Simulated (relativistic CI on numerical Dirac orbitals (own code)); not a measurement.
Tc³⁺: q coefficients and field-shift factors

Method of calculation: Dirac-Coulomb-Breit CI, KLI orbitals optimised for each configuration, valence Slater integrals scaled by 0.85, P86 correlation energy added to each configuration, derivatives by finite differences, QED left out (own radial code, finite nucleus).

CI space (outside the closed core [Kr]): 4d4, 4d3 5s, 4d3 5p, 4d3 4f, 4d2 5s2, 4d3 5d, 4d2 5s 5p, 4d2 5p2. Levels of other configurations are missing.

With x = (α/α₀)² − 1 an excitation energy changes as ω = ω₀ + qx; K = 2q/ω₀ is the relative enhancement. Terms are leading LS components, so labels can repeat. The field-shift factor is F = δν/δ⟨r²⟩ for the transition from the lowest level.

Lowest level 4d4 5D_0.

```tsv
Level	ω₀ (cm⁻¹)	q (cm⁻¹)	F (GHz/fm²)
4d4 5D_1	322.8	426.8	0.00508
4d4 5D_2	888.4	1069	0.0136
4d4 5D_3	1621.4	1784	0.0242
4d4 5D_4	2472.2	2510	0.0361
4d4 3P_0	14700.7	-1303	0.219
4d4 3H_4	15325.9	206	0.0747
4d4 3H_5	16084.7	1245	0.0866
4d4 3P_1	16383.2	468.4	0.256
4d4 3H_6	16750.8	1908	0.095
4d4 3F_3	17579.4	498.1	0.152
4d4 3F_2	17703.3	854.5	0.182
4d4 3F_4	18028.7	1341	0.163
4d4 3P_2	18830.7	2503	0.292
4d4 3G_3	19891.8	2049	0.153
4d4 3G_4	20348.4	2028	0.143
4d4 3G_5	20852.7	2757	0.143
4d4 1I_6	24108.8	2094	0.111
4d4 3D_3	24766.3	1255	0.166
4d4 3D_2	24914.5	1379	0.183
4d4 3D_1	25332.6	1996	0.178
4d4 1G_4	25773.9	3045	0.163
4d4 1S_0	29187.7	2299	0.165
4d4 1D_2	29982.5	1973	0.42
```

For a near-neutral ion this model can misplace configurations by up to about 10,000 cm⁻¹ (more where the count of f electrons changes) and terms by 10 to 25 % of their spread. Rates follow the energies as ν³ (E1, M1) or ν⁵ (E2), so they and the lifetimes can be off by large factors. The fine structure of a lone outer electron comes out too small, for d and f at times inverted, and misplaced configurations move strength between like terms.

Question: Which transition from the lowest level has the largest |K|?

Answer: 4d4 5D_1 at 322.8 cm⁻¹, K = 2.64.
